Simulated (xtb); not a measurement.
C₃H₃ (SMILES [C-]#CC), charge -1, singlet, geometry from GFN2-xTB; xtb with GFN1-xTB.

The xtb input:
```
$ xtb mol.xyz --gfn 1 --chrg -1 --json

# file mol.xyz
6

C      0.00179213    -0.00082963     0.34805219
C      0.00811735    -0.00375776     1.57647903
C     -0.00588691     0.00272522    -1.14330257
H      0.03963094     1.02847941    -1.56026013
H      0.85557099    -0.54993143    -1.56822380
H     -0.91933737    -0.46737496    -1.55888795
```

Task: What does xtb print? Leave out banner, timings and long lists.

Result: 
```
   ID    Z sym.   atoms
    1    6 C      1-3
    2    1 H      4-6

           -------------------------------------------------
          |                Calculation Setup                |
           -------------------------------------------------

           -------------------------------------------------
          |                 G F N 1 - x T B                 |
           -------------------------------------------------

          ...................................................
          :                      SETUP                      :
          :.................................................:
          :  # basis functions                  18          :
          :  # atomic orbitals                  18          :
          :  # shells                           12          :
          :  # electrons                        16          :
          :  # halogen bonds                     0          :
          :  max. iterations                   250          :
          :  Hamiltonian                  GFN1-xTB          :
          :  restarted?                      false          :
          :  GBSA solvation                  false          :
          :  PC potential                    false          :
          :  electronic temp.          300.0000000     K    :
          :  accuracy                    1.0000000          :
          :  -> integral cutoff          0.2500000E+02      :
          :  -> integral neglect         0.1000000E-07      :
          :  -> SCF convergence          0.1000000E-05 Eh   :
          :  -> wf. convergence          0.2000000E-04 e    :
          :  Broyden damping             0.4000000          :
          :  net charge                         -1          :
          :  unpaired electrons                  0          :
          ...................................................

 iter      E             dE          RMSdq      gap      omega  full diag
   1     -8.1353134 -0.813531E+01  0.970E+00    5.90       0.0  T
   2     -8.1674047 -0.320913E-01  0.567E+00    4.64       1.0  T
   3     -8.1679310 -0.526256E-03  0.188E+00    4.38       1.0  T
   4     -8.1679608 -0.298087E-04  0.111E-01    4.42       1.0  T
   5     -8.1679850 -0.241916E-04  0.853E-03    4.46       4.8  T
   6     -8.1679850 -0.544505E-07  0.103E-03    4.46      39.6  T
   7     -8.1679850 -0.195713E-08  0.367E-04    4.46     111.1  T
   8     -8.1679850 -0.104688E-09  0.715E-05    4.46     570.9  T
   9     -8.1679850 -0.380851E-11  0.714E-07    4.46   57205.4  T

   *** convergence criteria satisfied after 9 iterations ***

         :::::::::::::::::::::::::::::::::::::::::::::::::::::
         ::                     SUMMARY                     ::
         :::::::::::::::::::::::::::::::::::::::::::::::::::::
         :: total energy              -8.019207660466 Eh    ::
         :: gradient norm              0.039842837560 Eh/a0 ::
         :: HOMO-LUMO gap              4.457552141749 eV    ::
         ::.................................................::
         :: SCC energy                -8.167985047888 Eh    ::
         :: -> electrostatic           0.153740966608 Eh    ::
         :: repulsion energy           0.150015064569 Eh    ::
         :: dispersion energy         -0.001237677147 Eh    ::
         :: halogen bond corr.         0.000000000000 Eh    ::
         :: add. restraining           0.000000000000 Eh    ::
         :: total charge              -1.000000000000 e     ::
         :::::::::::::::::::::::::::::::::::::::::::::::::::::

           -------------------------------------------------
          |                Property Printout                |
           -------------------------------------------------

    * Orbital Energies and Occupations

         #    Occupation            Energy/Eh            Energy/eV
      -------------------------------------------------------------
         1        2.0000           -0.4224497             -11.4954
         2        2.0000           -0.3198119              -8.7025
         3        2.0000           -0.3172175              -8.6319
         4        2.0000           -0.3172175              -8.6319
         5        2.0000           -0.2791766              -7.5968
         6        2.0000           -0.1426996              -3.8831
         7        2.0000           -0.1426996              -3.8831
         8        2.0000           -0.1053651              -2.8671 (HOMO)
         9                          0.0584469               1.5904 (LUMO)
        10                          0.1003684               2.7312
        11                          0.1003684               2.7312
        12                          0.1317854               3.5861
        13                          0.1317854               3.5861
        14                          0.3654592               9.9447
        15                          0.4460402              12.1374
        16                          0.4460402              12.1374
        17                          0.6138498              16.7037
        18                          1.3621039              37.0647
      -------------------------------------------------------------
                  HL-Gap            0.1638120 Eh            4.4576 eV
             Fermi-level           -0.0234591 Eh           -0.6384 eV

  Mulliken/CM5 charges         n(s)   n(p)   n(d)
     1C    -0.09876 -0.10870   1.083  3.016  0.000
     2C    -0.72559 -0.72619   1.600  3.126  0.000
     3C    -0.07532 -0.21234   0.999  3.076  0.000
     4H    -0.03345  0.01574   1.033  0.000  0.000
     5H    -0.03345  0.01574   1.033  0.000  0.000
     6H    -0.03345  0.01574   1.033  0.000  0.000

Wiberg/Mayer (AO) data.
largest (>0.10) Wiberg bond orders for each atom

 ---------------------------------------------------------------------------
     #   Z sym  total        # sym  WBO       # sym  WBO       # sym  WBO
 ---------------------------------------------------------------------------
     1   6 C    3.945 --     2 C    2.929     3 C    0.994
     2   6 C    3.036 --     1 C    2.929
     3   6 C    3.967 --     1 C    0.994     6 H    0.980     5 H    0.980
                             4 H    0.980
     4   1 H    1.021 --     3 C    0.980
     5   1 H    1.021 --     3 C    0.980
     6   1 H    1.021 --     3 C    0.980
 ---------------------------------------------------------------------------

Topologies differ in total number of bonds
Writing topology from bond orders to xtbtopo.mol

 dipole moment from electron density (au)
     X       Y       Z
  -0.0143   0.0066  -2.7725  total (Debye):    7.047

           -------------------------------------------------
          | TOTAL ENERGY               -8.019207660466 Eh   |
          | GRADIENT NORM               0.039842837560 Eh/α |
          | HOMO-LUMO GAP               4.457552141749 eV   |
           -------------------------------------------------

normal termination of xtb
```
